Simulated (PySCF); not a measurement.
Isomers of [C6H10O2P]-.

All values: PBE0/pcSseg-1 (PySCF) at GFN2-xTB geometries, gas phase, one conformer each.

Question: Rank by the lowest Hirshfeld charge on any atom, lowest value first.
A. `[CH3:1]/[CH:2]=[CH:3]/[P@:4](=[O:5])([O-:6])[CH:7]1[CH2:8][CH2:9]1` (charge -1) with C2–C3–P4–O5 11°, C3–P4–C7–C8 153°
B. `[CH2:1]=[CH:2][P@:3](=[O:4])([O-:5])[CH:6]1[CH2:7][CH2:8][CH2:9]1` (charge -1) with C1–C2–P3–O4 7°, C2–P3–C6–C7 -74°, P3–C6–C7–C8 -97°, C6–C7–C8–C9 -13°, C7–C8–C9–C6 13°, P3–C6–C9–C8 100°
C. `[CH:1]#[C:2][P@@:3](=[O:4])([O-:5])[CH2:6][CH2:7][CH2:8][CH3:9]` (charge -1) with C2–P3–C6–C7 -163°, P3–C6–C7–C8 -67°, C6–C7–C8–C9 175°

Answer: B (-0.498 e), A (-0.487 e), C (-0.470 e).

All values together:

```json
{"SMILES": "C#C[P@@](=O)([O-])CCCC", "HOMO (eV)": "-2.35", "LUMO (eV)": "4.57", "lowest IAO charge (e)": "-0.995 (O)", "highest IAO charge (e)": "+1.731 (P)", "lowest Hirshfeld charge (e)": "-0.470 (O)", "highest Hirshfeld charge (e)": "+0.364 (P)"}
{"SMILES": "C#C[P@@](=O)([O-])C(C)(C)C", "HOMO (eV)": "-2.38", "LUMO (eV)": "4.60", "lowest IAO charge (e)": "-0.993 (O)", "highest IAO charge (e)": "+1.726 (P)", "lowest Hirshfeld charge (e)": "-0.466 (O)", "highest Hirshfeld charge (e)": "+0.364 (P)"}
{"SMILES": "C=C[P@](=O)([O-])C1CCC1", "HOMO (eV)": "-2.06", "LUMO (eV)": "4.05", "lowest IAO charge (e)": "-1.017 (O)", "highest IAO charge (e)": "+1.718 (P)", "lowest Hirshfeld charge (e)": "-0.498 (O)", "highest Hirshfeld charge (e)": "+0.349 (P)"}
{"SMILES": "C/C=C/[P@](=O)([O-])C1CC1", "HOMO (eV)": "-1.99", "LUMO (eV)": "4.28", "lowest IAO charge (e)": "-1.017 (O)", "highest IAO charge (e)": "+1.730 (P)", "lowest Hirshfeld charge (e)": "-0.487 (O)", "highest Hirshfeld charge (e)": "+0.344 (P)"}
```

Conformers: `[CH:1]#[C:2][P@@:3](=[O:4])([O-:5])[CH2:6][CH2:7][CH2:8][CH3:9]` (charge -1) with C2–P3–C6–C7 -163°, P3–C6–C7–C8 -67°, C6–C7–C8–C9 175°; `[CH2:1]=[CH:2][P@:3](=[O:4])([O-:5])[CH:6]1[CH2:7][CH2:8][CH2:9]1` (charge -1) with C1–C2–P3–O4 7°, C2–P3–C6–C7 -74°, P3–C6–C7–C8 -97°, C6–C7–C8–C9 -13°, C7–C8–C9–C6 13°, P3–C6–C9–C8 100°; `[CH3:1]/[CH:2]=[CH:3]/[P@:4](=[O:5])([O-:6])[CH:7]1[CH2:8][CH2:9]1` (charge -1) with C2–C3–P4–O5 11°, C3–P4–C7–C8 153°.
